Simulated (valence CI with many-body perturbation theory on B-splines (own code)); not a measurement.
Zn XVIII: what each term of the Hamiltonian does

Computed by valence CI with perturbative core correlation (CI+MBPT): three valence electrons over a frozen Dirac-Fock core [Ne], radial functions for each j: 11 s, 11 p, 9 d, 7 f, 5 g, 2 h, 1 i, with the one-electron correlation potential Σ1 (screened to all orders), the two-electron term Σ2, the three-electron term Σ3, Breit, model QED; selected single and double excitations, second order for the rest (own B-spline code, finite nucleus).

No measured spectrum was set against this ion. As an estimate, levels of excited configurations hold to 0.05 to 0.15 % of their energy, terms of the ground configuration to about 0.5 %.

Each rung adds one term. CI alone is the Dirac-Coulomb CI over the frozen core; QED comes last and gives the full result, which names the levels. Energies are above 3s2 3p 2P°_1/2 on the same rung, in eV.

Names give the largest LS component (configuration and term), which can be under half, so a name can repeat, a term be missing and a line seem to break the LS rules; names also repeat where a configuration has a term twice.

| Level | CI alone | Σ1 | Σ2 | Σ3 | Breit | QED | Full |
| --- | --- | --- | --- | --- | --- | --- | --- |
| 3s2 3p 2P°_3/2 | 4.98 | +0.020 | +0.008 | 0.000 | -0.119 | +0.011 | 4.90 |
| 3s 3p2 4P_1/2 | 36.61 | -0.114 | +0.163 | +0.015 | +0.067 | -0.137 | 36.61 |
| 3s 3p2 4P_3/2 | 38.86 | -0.103 | +0.176 | +0.015 | +0.003 | -0.130 | 38.82 |
| 3s 3p2 4P_5/2 | 41.20 | -0.096 | +0.169 | +0.015 | -0.063 | -0.126 | 41.10 |
| 3s 3p2 2D_3/2 | 49.60 | -0.094 | +0.043 | +0.011 | -0.047 | -0.115 | 49.40 |
| 3s 3p2 2D_5/2 | 50.54 | -0.086 | +0.059 | +0.012 | -0.100 | -0.111 | 50.31 |
| 3s 3p2 2S_1/2 | 59.16 | -0.099 | -0.316 | -0.008 | +0.032 | -0.136 | 58.63 |
| 3s 3p2 2P_1/2 | 64.35 | -0.083 | -0.372 | -0.007 | -0.068 | -0.127 | 63.69 |
| 3s 3p2 2P_3/2 | 65.86 | -0.084 | -0.502 | -0.003 | -0.085 | -0.128 | 65.06 |
| 3s2 3d 2D_3/2 | 76.31 | -0.093 | -0.439 | -0.032 | -0.191 | -0.015 | 75.54 |
| 3s2 3d 2D_5/2 | 76.96 | -0.080 | -0.430 | -0.032 | -0.251 | -0.011 | 76.16 |
| 3p3 2D°_3/2 | 93.74 | -0.210 | -0.016 | +0.029 | +0.029 | -0.239 | 93.33 |
| 3p3 2D°_5/2 | 95.30 | -0.200 | +0.069 | +0.035 | -0.070 | -0.224 | 94.91 |
| 3p3 4S°_3/2 | 96.68 | -0.206 | -0.265 | +0.018 | +0.007 | -0.261 | 95.97 |
| 3s 3p 3d 4F°_3/2 | 103.17 | -0.212 | +0.078 | +0.001 | -0.094 | -0.139 | 102.80 |
| 3s 3p 3d 4F°_5/2 | 104.25 | -0.205 | +0.078 | +0.001 | -0.142 | -0.136 | 103.85 |
| 3p3 2P°_1/2 | 105.16 | -0.192 | -0.200 | +0.011 | -0.025 | -0.241 | 104.52 |
| 3s 3p 3d 4F°_7/2 | 105.87 | -0.194 | +0.079 | +0.001 | -0.207 | -0.131 | 105.42 |
| 3p3 2P°_3/2 | 106.65 | -0.182 | -0.157 | +0.013 | -0.108 | -0.227 | 105.99 |

The middle columns are the shifts that each term adds.

Task: How does the ionisation energy move along the ladder, and which term matters most?

Result: CI alone 617.39, + Σ1 618.17, + Σ2 617.98, + Σ3 617.93, + Breit 617.62, + QED 617.64 eV. The largest step is Σ1, 0.78 eV. NIST lists 613.3 ± 2.4 eV (semi-empirical).
